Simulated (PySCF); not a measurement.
CH3F2OSb, SMILES C[O][Sb]([F])[F].

Coordinates come from a PBE-D3(BJ)/def2-SVP optimisation. The structure was generated by enumeration; whether it is a known compound was not checked. The def2 effective core potentials stand for the cores of Sb; spin–orbit coupling is left out. The values are those of a single conformer.

Computed with PBE-D3(BJ)/def2-SVP run with PySCF.

Frequencies are harmonic and unscaled.

```tsv
mode	ν (cm⁻¹)	IR (km/mol)	moving atoms (share of kinetic energy)
1	39	0.7	H 83 %, F 11 %
2	74	4.2	F 35 %, H 33 %, C 26 %
3	141	13.3	F 49 %, C 32 %, H 15 %
4	196	6.2	F 88 %, Sb 9 %
5	207	11.7	O 59 %, F 30 %
6	296	13.1	O 32 %, C 21 %, Sb 19 %, F 16 %, H 12 %
7	546	54.0	O 70 %, Sb 14 %, C 9 %
8	598	62.1	F 86 %, Sb 14 %
9	607	41.9	F 85 %, Sb 13 %
10	1044	183.6	O 51 %, C 46 %
11	1122	0.1	H 77 %, C 18 %
12	1133	0.7	H 75 %, C 19 %
13	1400	12.7	H 89 %, C 9 %
14	1406	6.6	H 97 %
15	1430	8.4	H 96 %
16	2939	61.3	H 98 %
17	3023	22.4	H 90 %, C 10 %
18	3050	16.0	H 90 %, C 10 %
```
